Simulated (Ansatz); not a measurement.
```yaml
atoms:
  - { symbol: Ca, position_ang: [0.0000, 0.0000, 0.0000] }
  - { symbol: F, position_ang: [0.0000, 0.0000, 3.5460] }
```

Basis set: def2-SVP (spherical functions). Charge 0, multiplicity 2.

Computed with Ansatz (development build ahead of 0.2.0); each method stands on the lowest determinant of its kind that the runs found.

Problem. Give the atomization energy at this shape (free ground-state atoms in the same class of orbitals less the molecule, no zero-point energy) of doublet CaF by PBE0 (unrestricted), UHF.

Solution.

```tsv
method	atomization energy
PBE0 (unrestricted)	1.47 eV
UHF	0.06 eV
```

Caution: the shape is not the minimum. Caution for UHF: the unrestricted determinant is spin contaminated.
